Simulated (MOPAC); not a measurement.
A run for MOPAC: PM6 on CH4O2S (a complex), monomers drawn apart or pushed together.

```
PM6 1SCF PRECISE CHARGE=0 THREADS=1
CH4O2S

C     -0.00756715 1     0.05997987 1    -0.05705564 1
H     -0.09634303 1     1.05433247 1     0.37836588 1
H     -0.78962454 1    -0.58605539 1     0.33942521 1
H     -0.11048423 1     0.12919195 1    -1.13877248 1
H      0.97087872 1    -0.35944156 1     0.17915124 1
O      0.15771563 1     1.22277236 1     3.12908735 1
S      0.39921700 1    -0.18985134 1     3.00685919 1
O     -0.71973929 1    -1.09209256 1     3.05866174 1
```

Program output:

```
*******************************************************************************
 **                                                                           **
 **                              MOPAC v23.2.5                                **
 **                                                                           **
 *******************************************************************************
 ** MOPAC's Digital Object Identifier: https://doi.org/10.5281/zenodo.6511958 **
 **                                                                           **
 ** Please cite the open-source release paper for use of this MOPAC version:  **
 ** J. E. Moussa and J. J. P. Stewart (2026)                                  **
 ** MOPAC: An open-source semiempirical molecular orbital program             **
 ** J. Open Source Softw., 11(119), 8025, https://doi.org/10.21105/joss.08025 **
 *******************************************************************************

                              PM6 CALCULATION RESULTS

 *******************************************************************************
 *  PM6        - The PM6 Hamiltonian to be used
 *
 *
 *
 *                 CHARGE ON SYSTEM = 0
 *
 *
 *
 *  PRECISE    - TIGHTER CRITERIA TO BE USED
 *  1SCF       - DO 1 SCF AND THEN STOP
 *  THREADS=1  - MULTI-THREADING NOT USED
 *  T=         - A TIME OF 172800.0 SECONDS REQUESTED
 *  DUMP=N     - RESTART FILE WRITTEN EVERY 7200.0 SECONDS REQUESTED
 *******************************************************************************
PM6 1SCF PRECISE CHARGE=0 THREADS=1
 CH4O2S

   ATOM   CHEMICAL          X               Y               Z
  NUMBER   SYMBOL      (ANGSTROMS)     (ANGSTROMS)     (ANGSTROMS)

     1       C         -0.00756715  *   0.05997987  *  -0.05705564  *
     2       H         -0.09634303  *   1.05433247  *   0.37836588  *
     3       H         -0.78962454  *  -0.58605539  *   0.33942521  *
     4       H         -0.11048423  *   0.12919195  *  -1.13877248  *
     5       H          0.97087872  *  -0.35944156  *   0.17915124  *
     6       O          0.15771563  *   1.22277236  *   3.12908735  *
     7       S          0.39921700  *  -0.18985134  *   3.00685919  *
     8       O         -0.71973929  *  -1.09209256  *   3.05866174  *



          CARTESIAN COORDINATES

    NO.       ATOM           X           Y           Z

     1         C         -0.0076      0.0600     -0.0571
     2         H         -0.0963      1.0543      0.3784
     3         H         -0.7896     -0.5861      0.3394
     4         H         -0.1105      0.1292     -1.1388
     5         H          0.9709     -0.3594      0.1792
     6         O          0.1577      1.2228      3.1291
     7         S          0.3992     -0.1899      3.0069
     8         O         -0.7197     -1.0921      3.0587

 General Reference for PM6:
 "Optimization of Parameters for Semiempirical Methods V: Modification of NDDO Approximations
 and Application to 70 Elements", J. J. P. Stewart, J. Mol. Mod., 13, 1173-1213 (2007)
 URL: https://link.springer.com/article/10.1007/s00894-007-0233-4

           Empirical Formula: C H4 O2 S  =     8 atoms



      MOLECULAR POINT GROUP   :   Cs


      RHF CALCULATION, NO. OF DOUBLY OCCUPIED LEVELS = 13


 -------------------------------------------------------------------------------
 PM6 1SCF PRECISE CHARGE=0 THREADS=1
 CH4O2S



     1SCF WAS SPECIFIED, SO BFGS WAS NOT USED
     SCF FIELD WAS ACHIEVED


                              PM6 CALCULATION
                                                       MOPAC v23.2.5 Linux




          FINAL HEAT OF FORMATION =        -70.95041 KCAL/MOL =    -296.85651 KJ/MOL


          COSMO AREA              =        110.73 SQUARE ANGSTROMS
          COSMO VOLUME            =         95.19 CUBIC ANGSTROMS

          IONIZATION POTENTIAL    =         10.161926 EV
          HOMO LUMO ENERGIES (EV) =        -10.162 -0.953
          NO. OF FILLED LEVELS    =         13
          MOLECULAR WEIGHT        =         80.1014         POINT GROUP:  Cs

          MOLECULAR DIMENSIONS (Angstroms)

            Atom       Atom       Distance
            O     6    H     4     4.41390
            O     8    H     2     2.84456
            H     3    H     5     1.63312


          SCF CALCULATIONS        =          1





   ATOM   CHEMICAL          X               Y               Z
  NUMBER   SYMBOL      (ANGSTROMS)     (ANGSTROMS)     (ANGSTROMS)

     1       C         -0.00756715  *   0.05997987  *  -0.05705564  *
     2       H         -0.09634303  *   1.05433247  *   0.37836588  *
     3       H         -0.78962454  *  -0.58605539  *   0.33942521  *
     4       H         -0.11048423  *   0.12919195  *  -1.13877248  *
     5       H          0.97087872  *  -0.35944156  *   0.17915124  *
     6       O          0.15771563  *   1.22277236  *   3.12908735  *
     7       S          0.39921700  *  -0.18985134  *   3.00685919  *
     8       O         -0.71973929  *  -1.09209256  *   3.05866174  *

                             CARTESIAN COORDINATES

   1    C       -0.007567150     0.059979870    -0.057055640
   2    H       -0.096343030     1.054332470     0.378365880
   3    H       -0.789624540    -0.586055390     0.339425210
   4    H       -0.110484230     0.129191950    -1.138772480
   5    H        0.970878720    -0.359441560     0.179151240
   6    O        0.157715630     1.222772360     3.129087350
   7    S        0.399217000    -0.189851340     3.006859190
   8    O       -0.719739290    -1.092092560     3.058661740


           Empirical Formula: C H4 O2 S  =     8 atoms



      MOLECULAR POINT GROUP   :   Cs


                  EIGENVALUES
 -32.68704 -29.72321 -25.41311 -20.45645 -15.38776 -15.16264 -14.65315 -13.98995
 -13.92594 -13.77957 -12.08982 -11.97843 -10.16193  -0.95290   0.63088   1.65806
   5.58417   5.74104   5.76995   6.62689   6.94084   7.02230   7.09625   7.21011
   8.27762


              NET ATOMIC CHARGES AND DIPOLE CONTRIBUTIONS

  ATOM NO.   TYPE          CHARGE      No. of ELECS.   s-Pop       p-Pop       d-Pop
    1          C          -0.676922        4.6769     1.08242     3.59450
    2          H           0.175160        0.8248     0.82484
    3          H           0.175570        0.8244     0.82443
    4          H           0.174490        0.8255     0.82551
    5          H           0.155036        0.8450     0.84496
    6          O          -0.605018        6.6050     1.88024     4.72478
    7          S           1.206736        4.7933     1.87691     2.44527     0.47108
    8          O          -0.605051        6.6051     1.88024     4.72481
 DIPOLE           X         Y         Z       TOTAL
 POINT-CHG.     3.855    -1.442    -0.585     4.157
 HYBRID        -0.705     0.265     0.046     0.755
 SUM            3.150    -1.177    -0.539     3.405


          ATOMIC ORBITAL ELECTRON POPULATIONS

     Atom    s        px        py        pz      x^2-y^2     xz        z^2       yz        xy
    1  C   1.08242   1.18619   1.19999   1.20833
    2  H   0.82484
    3  H   0.82443
    4  H   0.82551
    5  H   0.84496
    6  O   1.88024   1.73131   1.40902   1.58445
    7  S   1.87691   0.92782   0.77249   0.74496   0.16197   0.01793   0.06383   0.07513   0.15222
    8  O   1.88024   1.57955   1.55919   1.58606

 **********************
 *                    *
 * JOB ENDED NORMALLY *
 *                    *
 **********************




 == MOPAC DONE ==
```

The run finished.

Cost: very roughly 0.03 core-seconds.
